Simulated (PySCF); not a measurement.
`N[SiH](N)C[SiH3]`. Theory: PySCF, PBE0-D3(BJ)/def2-SVP geometry optimisation, gas phase.

```
atom  x, y, z in Å
N1    -1.2644    0.4155   -1.3170
Si2   -0.8870   -0.7310   -0.0806
N3    -1.6723   -0.1782    1.3514
C4     0.9952   -0.7940   -0.0376
Si5    1.8069    0.8995    0.0354
H6    -2.2256    0.6885   -1.4858
H7    -0.7018    0.4930   -2.1558
H8    -1.3996   -2.1322   -0.2526
H9    -1.9601   -0.8252    2.0743
H10   -1.4992    0.7510    1.7169
H11    1.2977   -1.3808    0.8467
H12    1.3761   -1.3380   -0.9200
H13    1.7336    1.5891   -1.2893
H14    1.1383    1.7638    1.0590
H15    3.2535    0.7950    0.4112
```

Task: Which two atoms are farthest apart?

Result: H6···H15, 5.80 Å; the next longest distance is 5.71 Å.

Task: How far apart are these pairs, which share no bond: N3···H7, C4···H7, C4···H9, H6···H14, H8···H11?

Result: N3···H7 3.700 Å (3 bonds apart); C4···H7 3.004 Å (3 bonds apart); C4···H9 3.632 Å (3 bonds apart); H6···H14 4.353 Å (5 bonds apart); H8···H11 3.008 Å (3 bonds apart).

Task: What is the repulsion energy of the bare nuclei, Σ ZA·ZB/RAB?

Result: 305.07 Eh over 105 pairs, with full nuclear charges and distances in bohr; the largest single term is 32.92 Eh (Si2 with Si5).

Task: Give the dihedral angles H11–C4–Si5–H14, N3–Si2–C4–H11, N1–Si2–C4–H11.

Result: H11–C4–Si5–H14 -75° (synclinal); N3–Si2–C4–H11 53° (synclinal); N1–Si2–C4–H11 171° (antiperiplanar). Dihedral signs follow IUPAC: positive where, seen along the central bond, the front bond turns clockwise onto the rear one.

Task: Where is the centre of mass (commonest isotopes), and what is the radius of gyration?

Result: Mass 106.038 u; centre at (-0.023, -0.010, -0.012) Å; Rg = √(Σ m r²/M) = 1.823 Å. As Ia + Ib + Ic = 2 Σ m r², the three principal moments sum to 704.9 u·Å².

Task: Write the matrix of distances between heavy atoms (Å, lower triangle).

Result: 
```
N1    0.000
Si2   1.728  0.000
N3    2.764  1.724  0.000
C4    2.865  1.884  3.070  0.000
Si5   3.391  3.151  3.873  1.879  0.000
```

Not checked by PBE0-D3(BJ)/def2-SVP frequencies. The numbers are those of one conformer.
